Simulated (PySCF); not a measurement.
Copper: a sound run and one with changed settings

Sound run: Cu [Ar] 3d10 4s1, Cu+ [Ar] 3d10. Computed with PySCF 2.14 in cc-pVTZ-PP with ECP10MDF (5s5p4d2f1g, 63 functions), with scalar relativity through the core potential. In the sound run the correlated levels freeze 3s2 3p6 outside the core potential. The sound run starts from symmetry-adapted Hartree-Fock orbitals and uses a fine grid where one is needed.

Changed run: all electrons correlated in a basis built for the valence shell.

| species | method | sound run (hartree) | changed run (hartree) | converged |
| --- | --- | --- | --- | --- |
| Cu | MP2 | -196.68687 | -197.08476 | yes |
| Cu+ | MP2 | -196.41215 | -196.80682 | yes |

Ionisation energy of Cu:

| method | sound run (eV) | changed run (eV) |
| --- | --- | --- |
| UHF | 6.580 | 6.580 |
| MP2 | 7.476 | 7.563 |
| SCS-MP2 | 7.327 | 7.382 |

A valence basis has no tight correlating functions, so it recovers only part of the core correlation, and not evenly between atom and ion.

For comparison, NIST gives 7.726 eV between the lowest levels.
